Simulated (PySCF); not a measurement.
Run record: geometry optimisation, Mo(NH)2(OMe)2, `C[O][Mo](=[NH])(=[NH])[O]C`.

Method: PBE0-D3(BJ)/def2-SVP geometry optimisation, gas phase, def2 core potentials past Kr (PySCF 2.14.0). Start geometry: GFN2-xTB. A driver script takes a list of jobs; this job's settings line and coordinates (Å) are shown.

Input:
```
{"job": {"xc": "PBE0", "basis": "def2-SVP", "d3": "d3bj", "grid": 1, "maxiter": 30, "shake": 0.03, "kind": "geom"}, "charge": 0, "multiplicity": 1}
Mo     0.516400     0.157600     0.327600
N      0.333250     0.917210     1.900310
H      0.386890     1.353680     2.792590
N      2.198720     0.318490    -0.264060
H      3.080940     0.412570    -0.459730
O     -0.617330     1.159160    -0.815780
C     -1.111410     2.146510    -1.592650
H     -0.361070     2.485720    -2.368410
H     -1.407390     3.036070    -0.907550
H     -2.055860     1.789740    -2.072810
O     -0.102310    -1.485990     0.403570
C     -0.154180    -2.816450     0.724440
H      0.650270    -3.323170     0.348300
H     -1.095670    -3.261110     0.232380
H     -0.294020    -2.966130     1.795810
```

Task: What does the run print?

Result: 
```
step   0  E = -408.56277577  max force = 0.180391
step   1  E = -408.59751589  max force = 0.036310
step   2  E = -408.60082092  max force = 0.021117
step   3  E = -408.60299478  max force = 0.008506
step   4  E = -408.60447913  max force = 0.006279
step   5  E = -408.60523633  max force = 0.005137
step   6  E = -408.60569061  max force = 0.002159
step   7  E = -408.60587946  max force = 0.001468
step   8  E = -408.60594390  max force = 0.001008
step   9  E = -408.60595542  max force = 0.000284
optimisation converged
```

Energies in Eh; «max force» is the largest Cartesian gradient component in Eh/bohr.

Task: Give the first gradient maximum in eV/Å.

Result: With 1 Eh/bohr = 51.422 eV/Å, 9.276 eV/Å.

Summary of the converged run: final energy -408.60596 Eh after 9 steps; dipole 2.00 D.

On Arm Neoverse V1, one thread, shared host, this took 2.6 min and 0.61 GiB of memory at its peak.
Labels such as C1 count atoms from 1, the log's own numbers from 0.
